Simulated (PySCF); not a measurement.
Compound: C5H3FOS.
Atom-mapped SMILES: `[O:1]=[C:2]([F:3])[c:4]1[cH:5][cH:6][cH:7][s:8]1` (hydrogens: H9 on C5; H10 on C6; H11 on C7)

Structure used (PBE0-D3(BJ)/def2-SVP), in Å, numbered top down from 1:
```xyz
11
C5H3FOS angstrom
O      2.7282    1.3459   -0.5278
C      2.0909    0.3536   -0.3931
F      2.6658   -0.8565   -0.4766
C      0.6620    0.2412   -0.1293
C     -0.1008   -0.8995    0.0153
C     -1.4613   -0.6058    0.2636
C     -1.6991    0.7492    0.3029
S     -0.2870    1.6719    0.0401
H      0.3224   -1.9013   -0.0586
H     -2.2380   -1.3571    0.4091
H     -2.6504    1.2518    0.4768
```

Method used: PBE0-D3(BJ)/def2-SVP geometry optimisation, gas phase (PySCF 2.14.0).

Masses are those of the commonest isotopes; rigid-rotor values at the optimised geometry. The values belong to one conformer with, in the numbering `[O:1]=[C:2]([F:3])[c:4]1[cH:5][cH:6][cH:7][s:8]1`, O1–C2–C4–C5 179°.

Problem. What are A, B and C (cm⁻¹)?

Solution. Ia = 136.46, Ib = 358.90, Ic = 495.35 u·Å²; 505379 MHz·u·Å²/I gives 3703, 1408 and 1020 MHz, that is A = 0.12353, B = 0.04697, C = 0.03403 cm⁻¹.

Problem. What kind of rotor is it?

Solution. An asymmetric top; Ray's κ = -0.711.

Problem. Is it planar, by Δ = Ic − Ia − Ib?

Solution. Planar: Δ = Ic − Ia − Ib = -0.01 u·Å². For a rigid frame Δ = −2 Σ m c², so it vanishes when all atoms lie in the ab plane; here none is more than 0.01 Å from it.

Problem. Predict some low-J microwave lines.

Solution. The dipole components are |μa| = 3.73 D, |μb| = 1.66 D, |μc| = 0.00 D; the mirror of this Cs structure is the ab plane, so μc vanishes by symmetry (the 0.01 D computed is a residue) and there are no c-type lines. The squared components, which scale the intensities, stand as 1.00 : 0.20 (a : b). Some lines, for components of 0.1 D or more:

```
type  branch         J(Ka,Kc)    MHz  lower level (cm⁻¹)
   a       Q  4(2,2) ← 4(2,3)    640               1.141
   b       Q  2(1,1) ← 2(0,2)   3116               0.242
   b       Q  3(1,2) ← 3(0,3)   3845               0.479
   b       R  1(1,1) ← 0(0,0)   4724               0.000
   b       R  3(0,3) ← 2(1,2)   5156               0.307
   b       R  4(0,4) ← 3(1,3)   7774               0.529
   a       R  3(1,2) ← 2(1,1)   7837               0.345
   b       Q  5(2,4) ← 5(1,5)  10515               1.192
   a       R  5(0,5) ← 4(0,4)  11380               0.789
   b       Q  4(3,1) ← 4(2,2)  11972               1.162
   a       R  5(3,2) ← 4(3,1)  12333               1.562
   a       R  5(2,3) ← 4(2,2)  12803               1.162
   b       Q  5(3,3) ← 5(2,4)  12813               1.543
   b       R  4(2,3) ← 3(1,2)  16012               0.607
   b       Q  4(4,0) ← 4(3,1)  17329               1.562
   b       R  5(2,3) ← 4(1,4)  22923               0.825
   b       R  5(5,0) ← 4(4,1)  34552               2.140
```

Whether it is a minimum is left open (no frequencies). Zero-point vibration and centrifugal distortion are left out.
